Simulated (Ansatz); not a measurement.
Reaction (ligand exchange at the Si–Cl bond): `O[SiH](Cl)O[SiH2]Cl` + H–F → `O[SiH](F)O[SiH2]Cl` + HCl

Program: Ansatz. Geometries: PBE0-D4/def2-TZVP. ΔE: electronic, gas phase. CCSD(T)/CBS adds triple-zeta CCSD(T) − MP2 to the extrapolated MP2 energy (def2 sets, frozen cores). This one scheme is used for every species. DFT in def2-TZVPP. One conformer a species, not always the lowest.

(1) Is it downhill or uphill in electronic energy at CCSD(T)/CBS, and by how much? (An estimate is asked.)

(2) What do these levels give: r2SCAN-D4, ωB97X-V, ωB97M-V, B2PLYP, PBE, r2SCAN, HF/def2-TZVPP, SCS-MP2/def2-TZVPP, CCSD(T)/def2-TZVPP, SCS-MP2/def2-QZVPP, MP2/CBS(def2), CCSD/CBS(def2)? (Estimate.)

Largest T1 diagnostic among the species: 0.011.

Answers

(1) Computed: Downhill: ΔE = -49.2 kJ/mol.

(2) The calculation gave: r2SCAN-D4 -51.3, ωB97X-V -51.5, ωB97M-V -50.7, B2PLYP -56.8, PBE -46.8, r2SCAN -52.5, HF/def2-TZVPP -67.1, SCS-MP2/def2-TZVPP -53.5, CCSD(T)/def2-TZVPP -53.4, SCS-MP2/def2-QZVPP -51.8, MP2/CBS(def2) -42.9, CCSD/CBS(def2) -52.2 kJ/mol.

The D4 term adds +7.8 kJ/mol with B3LYP and +4.3 kJ/mol with PBE0; it sums over pairs of atoms, weighted by their polarisabilities, and B3LYP, whose exchange is more repulsive, gets the larger term. In def2-TZVPP, CCSD(T) changes the Hartree–Fock value by +13.6 kJ/mol (the triples alone add +3.1 kJ/mol) and MP2 by +19.9 kJ/mol.

B3LYP here is the variant with VWN-RPA as its local correlation; programs differ in this.
